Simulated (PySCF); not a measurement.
CH5BrGe. Atoms are numbered in the order given.

```xyz
8

Ge     0.4469    -0.8722     0.0000
C     -1.1866    -1.9211     0.0000
Br    -0.1502     1.3715     0.0000
H      1.2910    -1.0974    -1.2654
H      1.2910    -1.0974     1.2654
H     -1.7814    -1.6884     0.8940
H     -0.9430    -2.9944     0.0000
H     -1.7814    -1.6884    -0.8940
```
Charge 0, spin multiplicity 1.

Coordinates come from a PBE0-D3(BJ)/def2-SVP optimisation.

All values below come from TDDFT-CAM-B3LYP/def2-SVPD run with PySCF.

Vertical excitations. The molecule is in vacuum. State labels are in the subgroup Cs.

```
state  symmetry  energy (eV)  λ (nm)      f                                                              main pairs
-----  --------  -----------  ------  -----  ----------------------------------------------------------------------
S1           A"         6.28     198  0.018                                                        HOMO−1→LUMO 90 %
S2           A'         6.28     197  0.018                                                          HOMO→LUMO 90 %
S3           A"         7.51     165  0.005                                                      HOMO−1→LUMO+1 81 %
S4           A'         7.52     165  0.034                                                        HOMO→LUMO+1 83 %
S5           A"         7.94     156  0.000                                                      HOMO−1→LUMO+2 78 %
S6           A'         7.95     156  0.018                                      HOMO→LUMO+2 64 %, HOMO−2→LUMO 18 %
S7           A'         8.18     151  0.017                                      HOMO−3→LUMO 68 %, HOMO→LUMO+3 13 %
S8           A"         8.31     149  0.001                                    HOMO−4→LUMO 68 %, HOMO−1→LUMO+3 24 %
S9           A'         8.48     146  0.290  HOMO−2→LUMO 45 %, HOMO−1→LUMO+7 27 %, HOMO→LUMO+2 8 %, HOMO−3→LUMO 7 %
S10          A"         8.61     144  0.000                                      HOMO→LUMO+4 53 %, HOMO→LUMO+7 35 %
T1           A"         5.81     213      0                                                        HOMO−1→LUMO 88 %
T2           A'         5.84     212      0                                                          HOMO→LUMO 87 %
T3           A'         7.14     174      0                                                        HOMO−2→LUMO 74 %
T4           A"         7.25     171      0                                  HOMO−1→LUMO+1 70 %, HOMO−1→LUMO+2 11 %
```
Triplets are in the Tamm–Dancoff approximation, which puts them higher than full response would, so one can lie above its singlet here.
